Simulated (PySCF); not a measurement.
A mixed set of molecules. Level of theory: TDDFT wB97X-D/def2-SVPD, vertical, gas phase, core orbitals frozen in the response in PySCF. Geometries: GFN2-xTB; one conformer of each isolated species. Triplets are in the Tamm–Dancoff approximation. 'Strongest' means the level of largest summed f among the lowest 8 singlets; it needn't be the same kind of state in each.

Question: Rank by computed lowest singlet excitation energy, highest first.
A. `C=C[C@H](Cl)[SiH2]O`
B. `C=CCO[SiH2]Cl`
C. `C=C/C=N\N=C/C(F)(F)F`
D. `[SiH2](/C=C(\C)C=O)F`

Answer: B (7.22 eV), A (6.28 eV), C (4.44 eV), D (3.72 eV).

```
              SMILES  S1 (eV)  HOMO (eV)  f (strongest)  f (S1)  first f ≥ 0.01 (nm)    S1 mainly
       C=CCO[SiH2]Cl     7.22      -9.74           0.27   0.103                  172    H→L (53%)
 C=C[C@H](Cl)[SiH2]O     6.28      -9.39           0.13   0.109                  198    H→L (72%)
C=C/C=N\N=C/C(F)(F)F     4.44      -8.90           0.72   0.030                  279  H→L+1 (54%)
  C/C(C=O)=C\[SiH2]F     3.72      -9.75           0.47   0.001                  214    H→L (93%)
```

H and L stand for HOMO and LUMO.

- `C=CCO[SiH2]Cl`: Löwdin shares by element: HOMO carbon 73%, oxygen 9% (atoms not listed hold the other 18%); LUMO carbon 45%, silicon 16% (atoms not listed hold the other 39%).
- `C=C[C@H](Cl)[SiH2]O`: Löwdin shares by element: HOMO carbon 63%, chlorine 12% (atoms not listed hold the other 24%); LUMO carbon 56%, chlorine 26% (atoms not listed hold the other 18%).
- `C=C/C=N\N=C/C(F)(F)F`: Löwdin shares by element: HOMO nitrogen 43%, carbon 31% or more (atoms not listed hold the other 26%); LUMO carbon 52% or more, nitrogen 21% or more (atoms not listed hold the other 28%).
- `C/C(C=O)=C\[SiH2]F`: Löwdin shares by element: HOMO oxygen 57%, carbon 25% or more, hydrogen 9% or more; LUMO carbon 62% or more, oxygen 20% (atoms not listed hold the other 17%).
